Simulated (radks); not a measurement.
Results of a calculation; reference values are marked as such.
Problem. The table gives one normalised radial function P(r) = r R(r) of Cr in [Ar] 3d4.25 4s1 4p0.75 (r in bohr). Level of theory: scalar-relativistic Kohn-Sham, BLYP, spin-unpolarised, spherical densities, point nucleus (a radial shooting solver on a logarithmic mesh with Libxc functionals).

| r | P |
|---|---|
| 0.003688 | 0.0000 |
| 0.00488 | 0.0000 |
| 0.006508 | 0.0000 |
| 0.008611 | 0.0001 |
| 0.01149 | 0.0001 |
| 0.0152 | 0.0003 |
| 0.02027 | 0.0007 |
| 0.02682 | 0.0016 |
| 0.03577 | 0.0035 |
| 0.04733 | 0.0074 |
| 0.06312 | 0.0157 |
| 0.08352 | 0.0314 |
| 0.1114 | 0.0616 |
| 0.1474 | 0.1130 |
| 0.1966 | 0.1986 |
| 0.2601 | 0.3201 |
| 0.3469 | 0.4801 |
| 0.459 | 0.6467 |
| 0.6122 | 0.7867 |
| 0.81 | 0.8436 |
| 1.08 | 0.7967 |
| 1.429 | 0.6702 |
| 1.907 | 0.5001 |
| 2.523 | 0.3346 |
| 3.365 | 0.1916 |
| 4.452 | 0.0931 |
| 5.938 | 0.0346 |
| 7.856 | 0.0096 |
| 10.48 | 0.0016 |
| 13.86 | 0.0002 |

Which n and l does it have? It may be an empty orbital.

Solution. n = 3, l = 2: the number of nodes gives n - l - 1 = 0, the rise at small r (about r^(l+1)) gives l, and the extent must fit the shell. The curve is that of 3d. 3d: eigenvalue -6.097 eV, 0 radial nodes, <r> = 1.35 bohr, 90 % of the charge inside 2.40 bohr.
